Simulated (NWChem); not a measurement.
System: C4H2ClF; SMILES Cl/C(F)=C/C#C

NWChem input:

```
start job
memory heap 200 mb stack 900 mb global 1100 mb
geometry units angstroms noautoz
  C      0.058322     3.154777     0.000000
  C      0.350727     1.980338     0.000000
  C      0.747498     0.620174     0.000000
  C     -0.127926    -0.394676     0.000000
  F     -1.443373    -0.218849     0.000000
  Cl     0.320352    -2.066192     0.000000
  H     -0.219333     4.184139     0.000000
  H      1.805606     0.378466     0.000000
end
basis spherical
  C library 6-31g*
  F library 6-31g*
  Cl library 6-31g*
  H library 6-31g*
end
dft
  xc r2scan
  iterations 150
  mulliken
end
task dft gradient
```

Excerpt of the output:

```
             Northwest Computational Chemistry Package (NWChem) 7.3.0
             --------------------------------------------------------

 CS  symmetry detected

                             Geometry "geometry" -> ""
                             -------------------------

 Output coordinates in angstroms (scale by  1.889725989 to convert to a.u.)

  No.       Tag          Charge          X              Y              Z
 ---- ---------------- ---------- -------------- -------------- --------------
    1 C                    6.0000     0.06344417     3.16169414     0.00000000
    2 C                    6.0000     0.35241933     1.98640651     0.00000000
    3 C                    6.0000     0.74521784     0.62509000     0.00000000
    4 C                    6.0000    -0.13316513    -0.38720001     0.00000000
    5 F                    9.0000    -1.44809323    -0.20753351     0.00000000
    6 Cl                  17.0000     0.31023122    -2.06001757     0.00000000
    7 H                    1.0000    -0.21120458     4.19186233     0.00000000
    8 H                    1.0000     1.80261570     0.38029404     0.00000000

 Effective nuclear repulsion energy (a.u.)     241.7870974231

      Symmetry information
      --------------------

 Group name             Cs
 Group number              2
 Group order               2
 No. of unique centers     8

                                 NWChem DFT Module
                                 -----------------

 Summary of "ao basis" -> "ao basis" (spherical)
 ------------------------------------------------------------------------------
       Tag                 Description            Shells   Functions and Types
 ---------------- ------------------------------  ------  ---------------------
 C                           6-31g*                  6       14   3s2p1d
 F                           6-31g*                  6       14   3s2p1d
 Cl                          6-31g*                  8       18   4s3p1d
 H                           6-31g*                  2        2   2s

      Symmetry analysis of basis
      --------------------------

        a'         67
        a"         25

            General Information
            -------------------
          SCF calculation type: DFT
          Wavefunction type:  closed shell.
          No. of atoms     :     8
          No. of electrons :    52
           Alpha electrons :    26
            Beta electrons :    26
          Charge           :     0
          Spin multiplicity:     1
          Use of symmetry is: on ; symmetry adaption is: on
          Maximum number of iterations: 150
          AO basis - number of functions:    92
                     number of shells:    42
          Convergence on energy requested:  1.00D-06
          Convergence on density requested:  1.00D-05
          Convergence on gradient requested:  5.00D-04

              XC Information
              --------------
                      r^2SCAN Method XC Functional
               r^2SCAN metaGGA Exchange Functional  1.000
                     r^2SCAN Correlation Potential  1.000

             Grid Information
             ----------------
          Grid used for XC integration:  medium
          Radial quadrature: Mura-Knowles
          Angular quadrature: Lebedev.
          Tag              B.-S. Rad. Rad. Pts. Rad. Cut. Ang. Pts.
          ---              ---------- --------- --------- ---------
          C                   0.70       49          12.0       434
          F                   0.50       49          11.0       434
          Cl                  1.00       88          13.0       590
          H                   0.35       45          14.0       434
          Grid pruning is: on
          Number of quadrature shells:   423
          Spatial weights used:  Erf1

      Superposition of Atomic Density Guess
      -------------------------------------

 Sum of atomic energies:        -710.46039641

      Non-variational initial energy
      ------------------------------

 Total energy =    -713.075837
 1-e energy   =   -1458.151740
 2-e energy   =     503.288806
 HOMO         =      -0.231548
 LUMO         =       0.030249

      Symmetry analysis of molecular orbitals - initial
      -------------------------------------------------

  Numbering of irreducible representations:

     1 a'          2 a"

  Orbital symmetries:

     1 a'          2 a'          3 a'          4 a'          5 a'
     6 a'          7 a'          8 a'          9 a'         10 a"
    11 a'         12 a'         13 a'         14 a'         15 a'
    16 a'         17 a'         18 a"         19 a'         20 a'
    21 a'         22 a"         23 a'         24 a"         25 a'
    26 a"         27 a"         28 a'         29 a'         30 a'
    31 a"         32 a'         33 a'         34 a'         35 a'
    36 a'

     ---------------------------------------------
      Total Density - Mulliken Population Analysis
     ---------------------------------------------

[...]

                         DFT ENERGY GRADIENTS

    atom               coordinates                        gradient
                 x          y          z           x          y          z
   1 C       0.119892   5.974736   0.000000    0.001709  -0.006998   0.000000
   2 C       0.665976   3.753764   0.000000   -0.002348   0.013060   0.000000
   3 C       1.408258   1.181249   0.000000   -0.001431  -0.007793   0.000000
   4 C      -0.251646  -0.731702   0.000000    0.003240   0.006097   0.000000
   5 F      -2.736499  -0.392181   0.000000   -0.001406   0.000272   0.000000
   6 Cl      0.586252  -3.892869   0.000000    0.001091  -0.004430   0.000000
   7 H      -0.399119   7.921471   0.000000    0.000251  -0.000925   0.000000
   8 H       3.406450   0.718652   0.000000   -0.001105   0.000717   0.000000
```

Level: r2SCAN/6-31G* (spherical d). Structure relaxed at the B3LYP/6-31G* (spherical d) level.
